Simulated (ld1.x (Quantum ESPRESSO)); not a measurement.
**Scattering properties, ultrasoft potential for dysprosium**

ld1.x (Quantum ESPRESSO) 7.5 input, shortened:

```
&input
   title='Dy', zed=66., rel=0, dft='PBESOL', iswitch=3,
   config='[Xe] 4f9 5d1 5f-2 6s2 6p0'
 /
 &inputp
   pseudotype=3, tm=.true., lloc=-1, rcloc=2.55,
   nlcc=.true., rcore=2.15,
   which_augfun='PSQ', rmatch_augfun_nc=.true.
 /
8
5S  1  0   2.00   0.00  2.30  2.50  0.0
6S  2  0   2.00   0.00  2.30  2.50  0.0
5P  2  1   6.00   0.00  2.05  2.35  0.0
6P  3  1   0.00   0.00  2.05  2.35  0.0
5D  3  2   1.00   0.00  2.15  2.85  0.0
5D  3  2   0.00   0.40  2.15  2.85  0.0
5F  4  3  -2.00   0.35  2.15  2.85  0.0
5F  4  3  -2.00   2.45  2.15  2.85  0.0
 &test
   configts(1)='5s2 5p6 5d1 6s2 6p0'
 /
```

The phase is arctan(r·u′/u) with u = r·R(r), unwrapped; energies in Ry, scanned from -5 to 5 Ry. A pole is an energy at which the radial function vanishes at the test radius. The pseudo phase is shifted by a multiple of π to meet the all-electron one at the reference energy, and phase errors are pseudo minus all-electron; the curves can meet again beyond the range given. Levels narrower than the energy grid can be missing from the lists of poles.

Task: For each channel, where are the poles, and over which energies does the pseudopotential scatter like the atom?

Result:

| channel | radius (bohr) | reference energy (Ry) | poles, all-electron | poles, pseudo | unbroken range about the reference energy with phases within 0.05 rad | phase error 1 Ry above the reference energy (rad) |
| --- | --- | --- | --- | --- | --- | --- |
| s | 3.09 | -0.29 | -3.33, 2.11 | -3.33, 2.13 | below 4.4 | +0.001 |
| p | 3.09 | -0.11 | -1.93, 3.07 | -1.93, 2.15 | below 0.7 | -0.072 |
| d | 3.09 | -0.23 | 0.29 | 0.29 | the whole range | +0.000 |
| f | 3.09 | 0.35 | -1.01, 2.89 | 2.86, 3.99 | -1.0 to 3.2 | -0.026 |

Phases in the s channel:

```tsv
E (Ry)	all-electron	pseudo
-5.00	1.408	1.409
-4.74	1.402	1.402
-4.48	1.394	1.394
-4.22	1.385	1.385
-3.96	1.371	1.371
-3.70	1.343	1.343
-3.44	1.093	1.094
-3.18	-1.710	-1.710
-2.92	-1.755	-1.755
-2.66	-1.778	-1.778
-2.40	-1.798	-1.798
-2.14	-1.820	-1.819
-1.88	-1.845	-1.845
-1.62	-1.876	-1.876
-1.36	-1.918	-1.918
-1.10	-1.976	-1.976
-0.84	-2.066	-2.065
-0.58	-2.217	-2.217
-0.32	-2.511	-2.511
-0.06	-3.104	-3.104
0.20	-3.808	-3.808
0.46	-4.207	-4.206
0.72	-4.403	-4.402
0.98	-4.513	-4.512
1.24	-4.584	-4.582
1.50	-4.634	-4.632
1.76	-4.672	-4.670
2.02	-4.703	-4.700
2.28	-4.730	-4.727
2.54	-4.755	-4.750
2.80	-4.778	-4.773
3.06	-4.802	-4.795
3.32	-4.827	-4.818
3.58	-4.856	-4.844
3.84	-4.891	-4.873
4.10	-4.934	-4.908
4.36	-4.995	-4.953
4.62	-5.088	-5.016
4.88	-5.252	-5.111
```
